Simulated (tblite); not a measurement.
Compound: C₂H₁₄NPSi₄.
Z-matrix (Å and degrees, GFN2-xTB geometry), rows numbered from 1:
```
C 
Si  1  1.9078
Si  2  2.3656  1  111.81
Si  3  2.3667  2   91.09  1  -111.87
C   4  1.9061  3  113.82  2  -116.27
Si  2  2.3886  1  112.09  3   -98.97
N   6  1.7423  2  108.31  1  -140.80
P   6  2.2794  2  116.65  1   -14.94
H   1  1.0869  2  110.45  3    46.90
H   1  1.0857  2  112.09  3   -72.74
H   1  1.0867  2  111.75  3   166.36
H   2  1.4755  1  104.52  3   129.65
H   3  1.4716  2  116.38  1     7.87
H   3  1.4696  2  116.78  1   128.73
H   4  1.4792  3  118.24  2   120.57
H   5  1.0864  4  112.22  3   174.02
H   5  1.0855  4  109.81  3    54.33
H   5  1.0858  4  111.72  3   -65.13
H   7  1.0088  6  118.22  2    67.80
H   7  1.0086  6  118.17  2  -158.32
H   8  1.3813  6   93.25  2    37.83
H   8  1.3831  6   94.84  2   129.92
```

Method: GFN2-xTB as coded in tblite; computed harmonic values from a numerical Hessian at the method's own geometry, unscaled. Errors from tens to a few hundred cm⁻¹ against measured bands are possible. Modes of hydrogen on phosphorus and silicon can be 10 to 20 % off. One conformer, not necessarily the lowest.

Harmonic wavenumbers (cm⁻¹): 31.2, 52.6, 64.5, 71.0, 103.3, 112.2, 117.4, 120.8, 130.2, 140.7, 148.5, 149.9, 175.9, 224.1, 296.2, 332.9, 338.5, 366.1, 380.5, 441.5, 451.4, 463.8, 534.3, 561.6, 569.6, 600.5, 607.2, 658.0, 684.8, 732.2, 735.8, 788.3, 805.4, 807.3, 820.7, 825.9, 840.6, 846.5, 1167.4, 1367.2, 1374.0, 1492.2, 1493.5, 1496.9, 1501.5, 1532.9, 2086.6, 2115.8, 2157.1, 2177.4, 2292.9, 2387.5, 3023.3, 3027.3, 3028.8, 3037.6, 3037.9, 3044.4, 3448.0, 3475.9.

A = 863.3, B = 727.4, C = 496.7 MHz; mass 194.994 u (most abundant isotopes); point group C1, symmetry number 1.

Q: Zero-point energy?

A: Half the sum of the wavenumbers: 32949 cm⁻¹ = 94.21 kcal/mol.

Q: Give the ideal-gas entropy at 350 K and 1 bar in the rigid-rotor, harmonic-oscillator model (classical rotation).

A: Translation 42.53, rotation 31.79, vibration 69.69: S = 144.0 cal/(mol K).

Q: And Cp and H(350 K) − H(0)?

A: Cp = 66.19 cal/(mol K), of which vibrations give 58.24 (their classical limit is 60 R = 119.2); H(350 K) − H(0) = 14.72 kcal/mol without the zero-point energy, 11.94 from vibrations.

Q: What must be added to the electronic energy to get the Gibbs energy at 350 K and 1 bar?

A: ZPE + [H(350 K) − H(0)] − T·S = 94.21 + 14.72 − 50.40 = 58.53 kcal/mol.

Q: Which modes carry the vibrational entropy at 350 K?

A: 31.2 cm⁻¹: 6.07; 52.6 cm⁻¹: 5.03; 64.5 cm⁻¹: 4.63; 71.0 cm⁻¹: 4.44; 103.3 cm⁻¹: 3.70; 112.2 cm⁻¹: 3.54 cal/(mol K); the other 54 give 42.26 together.

Q: How do the functions run with temperature in this model?

A: 
```tsv
T (K)	S (cal/(mol K))	Cp (cal/(mol K))	H − H(0) (kcal/mol)	G − H(0) (kcal/mol)	ln q(vib)
50	66.5	20.7	0.65	-2.68	1.32
100	84.7	32.0	1.99	-6.48	4.20
298.15	133.8	60.9	11.42	-28.48	15.30
373.15	148.3	68.3	16.28	-39.07	19.03
500	169.7	78.0	25.59	-59.27	24.83
750	204.1	91.5	46.90	-106.18	34.79
1000	231.8	100.7	70.99	-160.77	43.30
```

q(vib) and H(0) count from the zero-point level.

Q: Blend soft modes into free rotors: weight 1/[1 + (100 cm⁻¹/ν̃)⁴] for the oscillator and the rest for a rotor with moment μB/(μ + B), μ = h/(8π²ν), B = 10⁻⁴⁴ kg m². What vibrational entropy results?

A: 63.33 cal/(mol K) in place of 69.69, which changes −T·S at 350 K by +2.23 kcal/mol.

Hindered rotation and anharmonicity are outside this model. Other conformers, if any are populated, would add a mixing term that is left out. The structure is chiral; the term R ln 2 for an equal mix with its mirror image is left out.
